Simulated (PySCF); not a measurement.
Ligand exchange on a metal centre used in film growth or etching (Ti OH-NH2). Isolated molecules, 0 K electronic values unless said otherwise. One relaxed conformer stands for each flexible species; it need not be the lowest.

Quantity: redistribution energy (mixed species minus the weighted end members), in kcal/mol.

Case: 3 of 4 OH replaced by NH2: [Ti(OH)(NH2)3]. The other species in the difference include [Ti(OH)4] (neutral, multiplicity 1). Geometry of [Ti(OH)(NH2)3] (neutral, multiplicity 1, Å):

```xyz
12

Ti     0.0304     0.2775    -0.0291
O     -1.7071     0.4113    -0.5273
H     -2.4863     0.7535    -0.0608
N      0.6152    -1.5214    -0.1742
H      1.5319    -1.8339    -0.5060
H     -0.0294    -2.3186    -0.1768
N      0.3322     0.7549     1.7821
H      0.6456     0.1308     2.5289
H      0.2289     1.7057     2.1509
N      1.1176     1.4389    -1.0667
H      2.0013     1.8504    -0.7552
H      0.8783     1.8056    -1.9926
```

Task: Predict the redistribution energy (mixed species minus the weighted end members) from PBE-D3(BJ)/def2-TZVP // TPSS-D3(BJ)/def2-SVP (PySCF).

Result: -1.12 kcal/mol.
